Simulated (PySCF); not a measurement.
# From computed data to an observable: oscillator strength and radiative lifetime

Cd(Cl)(OH) (CdClHO), SMILES [OH][Cd][Cl].

Geometry optimised at B3LYP-D3(BJ)/def2-TZVP. The def2 effective core potentials stand for the cores of Cd; spin–orbit coupling is left out. One conformer was computed; it need not be the lowest.

TDA-M06-2X/def2-SVPD (PySCF 2.14.0) puts the first singlet state with f over 0.02 at 5.82 eV (vertical), with the transition dipole (-0.330, 0.193, 0.000) in atomic units.

Problem. Find the oscillator strength, the wavelength and the radiative lifetime that this transition would have in vacuum if emission retraced absorption.

Solution. 
|μ|² = 0.1461 au, so |μ| = 0.97 D. ΔE = 5.82/27.211 = 0.2139 hartree. f = (2/3) ΔE |μ|² = 0.021 (the program prints 0.021).
λ = 1239.84/5.82 = 213 nm; ν = 46941 cm⁻¹.
Einstein's coefficient A = 0.6670 ν² f s⁻¹ (ν in cm⁻¹) = 3.1e7 s⁻¹, so τ = 1/A = 33 ns. This state is S2; the lower singlet has f = 0.008. The figure is the radiative limit of this one transition; relaxation, internal conversion, crossing to triplets and a medium change what is measured.
